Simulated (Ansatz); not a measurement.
CHO₂, charge +1, singlet, at a GFN2-xTB geometry. Base run: SVWN5/pcseg-1 run with Ansatz (a program for electronic structure).

Here is a job for Ansatz.
Ansatz 0.2 input:
```yaml
crystal:
  periodic: [false, false, false]
  atoms:
    - {symbol: O, position_ang: [1.21306943, -0.14410509, -0.06170642]}
    - {symbol: C, position_ang: [0.10887143, -0.00061822, -0.02177577]}
    - {symbol: O, position_ang: [-1.06740096, 0.07785148, 0.11883730]}
    - {symbol: H, position_ang: [-1.81857638, 0.53373819, -0.32639241]}
basis:
  gaussian:
    orbitals: pcseg-1.json
hamiltonian:
  xc: {name: SVWN5}
total_charge: 1
```
The basis file holds pcseg-1 in the JSON format of the Basis Set Exchange.

Each row names what was changed in the base input (with any setting that the change needs).

| change | ΔE vs base (mEh) |
|---|---|
| base | 0.000 |
| nuclear_model = gaussian | 0.027 |
| final_grid = 6, 12, 29 | 0.001 |
| fitting.mean_field = def2-universal-JKFIT | -0.064 |
| final_grid = 10, 20, 41 | 0.000 |
| point_charge = charge:1.0 position_ang:-1.1767, -4.0479, 1.7795 | 108.1 |
| forces = on | 0.000 |
| fitting.mean_field = cc-pVTZ-JKFIT | -0.035 |
| final_grid = 4, 8, 17 | -0.013 |
| final_grid = 14, 28, 59 | 0.000 |
| lower_state_search = off | 0.000 |
